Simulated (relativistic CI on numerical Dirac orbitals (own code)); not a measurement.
Crystal-field levels of Au²⁺, 5d9

Calculated by Dirac-Coulomb-Breit CI, separate exchange-only KLI orbitals for each configuration, model QED (radiative potential, 1s self-energy scaled to tabulated hydrogen-like ionisation energies), valence Slater integrals scaled by 0.9, one configuration in a parametric crystal field (own radial code).

Field parameters in Wybourne normalisation: D4h B²₀ = −7Ds, B⁴₀ = 21(Dq − Dt), B⁴₄ = 21√(5/14) Dq; Oh B⁴₀ = 21Dq, B⁴₄ = √(5/14) B⁴₀; Td as Oh with Dq negative (B⁴₀ = 21Dq, B⁴₄ = √(5/14) B⁴₀). The field is a parameter set, without covalency.

S and J are read from ⟨S²⟩ = S(S + 1) and ⟨J²⟩ = J(J + 1) of each level; they are not fictitious spins.

Td, 10Dq = -10300 cm⁻¹, the lowest 3 levels:

```tsv
E (cm⁻¹)	Degeneracy	Irrep	S	J
0.0	2	Γ7	0.50	2.50
4084	4	Γ8	0.50	2.37
18327	4	Γ8	0.50	1.68
```

Principal g values of the ground doublet: 2.00, 2.00, 2.00.

D4h, 10Dq = 32950, Ds = 1220, Dt = -350 cm⁻¹, the lowest 5 levels:

```
E (cm⁻¹)  Degeneracy  Irrep     S     J
     0.0           2     Γ7  0.50  2.28
    3146           2     Γ6  0.50  2.28
   31771           2     Γ7  0.50  2.43
   39903           2     Γ7  0.50  1.89
   42624           2     Γ6  0.50  1.80
```

Principal g values of the ground doublet: 2.17, 2.17, 3.02.

Oh, 10Dq = 10650 cm⁻¹, the lowest 3 levels:

```
E (cm⁻¹)  Degeneracy  Irrep     S     J
     0.0           4     Γ8  0.50  2.42
    8097           2     Γ7  0.50  2.50
   17655           4     Γ8  0.50  1.62
```

The free-ion ground term has S = 1/2. Every field shown keeps that spin.

Levels of this model without a field, named by their leading LS term: 2D_5/2 0, 2D_3/2 12111 cm⁻¹.
